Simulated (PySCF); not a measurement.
## TDDFT excited states: C4H10Cl2O2Ti

Species: Ti(OEt)2Cl2, C4H10Cl2O2Ti (singlet state).
SMILES: `CC[O][Ti]([Cl])([Cl])[O]CC`

Computed, not measured: PySCF 2.14.0, density-fitted response routines, TDDFT wB97X-D/def2-SVPD, vertical, gas phase, core orbitals frozen in the response. Geometry: PBE0-D3(BJ)/def2-SVP; no solvent, vibrations or thermal averaging. Note that the optimisation stopped short of convergence; the values belong to its last geometry.

**Question.** List the vertical singlet excitations with oscillator strengths and describe the spectrum.

**Answer.** 

| state | E (eV) | E (kJ/mol) | λ (nm) | f | main configurations (H = HOMO, L = LUMO) |
| --- | --- | --- | --- | --- | --- |
| S1 | 4.91 | 473 | 252.8 | 0.0012 | H→L (47%), H→L+1 (44%) |
| S2 | 4.96 | 478 | 250.0 | 0.0001 | H-1→L (93%) |
| S3 | 5.03 | 486 | 246.2 | 0.0032 | H-2→L (40%), H-2→L+1 (28%), H→L (15%) |
| S4 | 5.20 | 502 | 238.5 | 0.025 | H→L+1 (33%), H→L (29%), H-2→L (14%) |
| S5 | 5.27 | 509 | 235.1 | 0.021 | H-1→L+1 (70%), H-2→L (8%) |
| S6 | 5.29 | 510 | 234.6 | 0.028 | H-2→L+1 (45%), H-2→L (26%), H-1→L+1 (10%) |
| S7 | 5.41 | 522 | 229.1 | 0.0051 | H→L+2 (52%), H-2→L+2 (26%) |
| S8 | 5.55 | 535 | 223.4 | 0.0015 | H-1→L+2 (75%) |
| S9 | 5.61 | 541 | 221.2 | 0.0077 | H-2→L+2 (58%), H→L+2 (23%), H-3→L (9%) |
| S10 | 5.74 | 553 | 216.1 | 0.0027 | H-4→L (63%), H-4→L+1 (16%) |
| S11 | 5.81 | 561 | 213.3 | 0.0000 | H-3→L+1 (82%) |
| S12 | 5.86 | 566 | 211.5 | 0.015 | H-3→L (44%), H-1→L+3 (22%) |
| S13 | 5.91 | 570 | 209.9 | 0.0037 | H-5→L (50%), H→L+3 (17%) |
| S14 | 5.96 | 575 | 208.2 | 0.0047 | H-5→L+1 (25%), H→L+3 (23%), H-4→L+1 (16%) |
| S15 | 5.98 | 577 | 207.4 | 0.020 | H-1→L+3 (43%), H-3→L (18%), H-7→L (11%) |

Triplets (Tamm–Dancoff): T1 4.73 eV, H→L (83%); T2 4.78 eV, H→L+1 (35%), H-2→L (31%), H-1→L+1 (11%); T3 4.81 eV, H-1→L+1 (36%), H-2→L (34%); T4 4.84 eV, H→L+1 (34%), H-1→L (32%), H-1→L+1 (10%).

The lowest singlet lies at 4.91 eV (253 nm, ultraviolet) and is very weak; its leading configuration is HOMO→LUMO (47%). The strongest level in the table is S6 at 5.29 eV (235 nm, f = 0.028). For S1 the Löwdin share of titanium is at most 14% in HOMO and 75% in LUMO (ligand-to-metal charge transfer by this measure); for S6 the Löwdin share of titanium is at most 9% in HOMO-2 and 75% in LUMO+1 (ligand-to-metal charge transfer by this measure). The listed states span 1.07 eV, and the widest gap between neighbours is 0.16 eV (S3 to S4). Of the 15 states listed, 5 reach f = 0.01 and 2 stay under 0.0005. Orbital energies (eV): HOMO-3 -11.18, HOMO-2 -10.50, HOMO-1 -10.46, HOMO -10.36, LUMO -0.49, LUMO+1 -0.35, LUMO+2 0.00. Only the lowest 15 singlets were computed, as vertical energies without vibronic structure.

Time: 3.3 min wall, 6.9 min CPU (with the writing of density and orbital grids); peak memory 2.0 GiB. Hardware: an Intel Xeon Platinum 8259CL at 2.50 GHz with 2 threads (shared host).
